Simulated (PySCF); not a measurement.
CH7BGaN.
Cartesian coordinates in Å at the PBE0-D3(BJ)/def2-SVP level; atoms count from 1:
```
atom  x, y, z in Å
B1    -0.4313    0.6615    1.3251
N2    -0.0405    0.0623    0.1164
C3    -1.0291   -0.2781   -0.8992
Ga4    1.7678   -0.3023   -0.1563
H5    -1.6025    0.9074    1.5325
H6     0.4119    0.9292    2.1537
H7    -0.5510   -0.6747   -1.8082
H8    -1.7332   -1.0435   -0.5346
H9    -1.6212    0.6035   -1.1918
H10    2.7666    0.1050    0.9672
H11    2.0982   -0.9951   -1.5239
```

Structure optimised with PBE0-D3(BJ)/def2-SVP, isolated species.

Take the most abundant isotopes and a rigid rotor. 

(1) What are A, B and C (MHz)?

(2) Classify the top.

(3) What does the inertial defect say?

(4) Give the other two planar moments, Paa and Pbb, and the rms extents of the mass along the axes.

(5) Where do the levels up to J = 5 lie, in MHz?

Answers

(1) Ia = 55.60, Ib = 161.80, Ic = 214.22 u·Å²; 505379 MHz·u·Å²/I gives A = 9089, B = 3124, C = 2359 MHz.

(2) An asymmetric top. Ray's parameter κ = (2B − A − C)/(A − C) = -0.773; −1 is the prolate and +1 the oblate limit.

(3) Not planar: Δ = Ic − Ia − Ib = -3.18 u·Å². For a rigid frame Δ = −2 Σ m c², so Σ m c² = 1.59 u·Å² lies off the ab plane, practically all of it from hydrogen. The atom farthest from that plane is 0.92 Å away.

(4) Paa = Σ m a² = (Ib + Ic − Ia)/2 = 160.21 and Pbb = Σ m b² = (Ia + Ic − Ib)/2 = 54.01 u·Å². With the mass M = 112.99 u, the rms extents √(P/M) along a, b and c are 1.19, 0.69, 0.12 Å.

(5) Above 0(0,0):
J = 1: 1(0,1) 5483, 1(1,1) 11448, 1(1,0) 12213
J = 2: 2(0,2) 16379, 2(1,2) 21649, 2(1,1) 23942, 2(2,1) 41839, 2(2,0) 41908
J = 3: 3(0,3) 32556, 3(1,3) 36910, 3(1,2) 41492, 3(2,2) 58287, 3(2,1) 58628, 3(3,1) 90067, 3(3,0) 90071
J = 4: 4(0,4) 53829, 4(1,4) 57185, 4(1,3) 64801, 4(2,3) 80164, 4(2,2) 81162, 4(3,2) 112125, 4(3,1) 112152, 4(4,1) 156445, 4(4,0) 156445
J = 5: 5(0,5) 80008, 5(1,5) 82425, 5(1,4) 93782, 5(2,4) 107425, 5(2,3) 109656, 5(3,3) 139737, 5(3,2) 139844, 5(4,2) 184011, 5(4,1) 184013, 5(5,1) 241000, 5(5,0) 241000
Those of J = 1 are B + C, A + C and A + B.

Stationary, but not proved a minimum. No vibrational averaging or centrifugal distortion is included, and the geometry carries the error of its method.

These are computed values.
